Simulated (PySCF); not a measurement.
Input for PySCF: R-MP2/6-31G* on FH4NSi (SMILES N[SiH2]F), a point of a torsion scan.

```python
from pyscf import gto, scf, dft, mp
from pyscf.data.elements import chemcore

mol = gto.M(
    atom='''
    N     1.03097631   -0.13122865   -0.21250185
    Si   -0.65397725    0.04563937    0.05866225
    F    -0.89556083    1.63694916    0.04262245
    H     1.53286592   -0.91401820    0.16840745
    H     1.60545298    0.69600552   -0.18519053
    H    -1.13341968   -0.38249471    1.36692544
    H    -1.39941120   -0.49248940   -1.06720079
    ''',
    basis='6-31g*',
    cart=True,
    charge=0, spin=0, verbose=3, max_memory=1800)
mf = scf.RHF(mol)
mf.conv_tol = 1e-8
mf.max_cycle = 100
mf.kernel()
if not mf.converged:
    mf = mf.newton().run(mf.mo_coeff, mf.mo_occ)
pt = mp.MP2(mf, frozen=chemcore(mol)).run()
```

Q: Give the final energy of this run.

A: -445.6264 hartree.
